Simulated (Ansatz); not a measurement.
## Energy profile

The step: GaNH₄ ([NH2][GaH2]) + H₂O → GaH₃O ([OH][GaH2]) + NH₃ (still joined by a long Ga–N bond); bonds formed: N2–H5; dative contacts that become bonds: Ga1–O6; bonds broken: H5–O6; bonds weakened to dative contacts: Ga1–N2 (atoms numbered as in the saddle structure below).

```
9
angstrom
Ga -0.7792 -0.3543 -0.5951
N 0.9064 0.6514 -0.3558
H -0.6310 -1.6307 -1.4811
H -2.0422 0.5614 -0.4386
H 0.6440 -0.0072 0.8191
O -0.0934 -0.7893 1.2667
H 1.7233 0.3628 -0.8769
H 0.8660 1.6613 -0.3533
H -0.5940 -0.4554 2.0150
```

Electronic energies by CCSD(T) at an estimated basis limit (MP2 extrapolated from triple and quadruple zeta, plus CCSD(T) − MP2 in triple zeta), on PBE0-D4/def2-TZVP structures; GaNH6O, singlet; no counterpoise correction. Ansatz 0.2.0; basis: def2-TZVPP and def2-QZVPP; cores frozen in the correlated methods. Filled d shells of the heavier atoms are correlated. The def2 sets are not built for correlating such inner shells, so the correlated values are less sure here. Extrapolation: Hartree–Fock as exp(−7.88 √X), correlation as X^−2.97.

Give the profile in kJ/mol, counted from the separated reactants. (To be estimated.)

By the calculation:
```json
{"point": "separated: GaNH4 (linked as [NH2][GaH2]; Ga1, N2, H3, H4, H7, H8; singlet) + H2O (H5, O6, H9; singlet)", "kJ/mol": "0.0"}
{"point": "start structure", "kJ/mol": "-49.8"}
{"point": "saddle", "kJ/mol": "-29.2"}
{"point": "end structure", "kJ/mol": "-104.5"}
{"point": "separated: GaH3O (linked as [OH][GaH2]; Ga1, H3, H4, O6, H9; singlet) + NH3 (N2, H5, H7, H8; singlet)", "kJ/mol": "-11.6"}
```
The saddle lies below the separated reactants: the barrier is submerged.

The T1 diagnostic stays at or below 0.016.

The step is the kind of ligand exchange by which a precursor binds to a hydroxyl group, or is hydrolysed, in atomic layer deposition of oxides.

For scale, one of the runs: CCSD(T)/def2-TZVPP, 194 basis functions, launched by `ansatz run in.yaml --threads 4 --pin off --events-out ev --progress --plain --max-ram 9574MiB`. The run took 89 s on 4 CPU threads of an Intel Xeon (shared host), with 2.3 GiB of host memory at its peak.
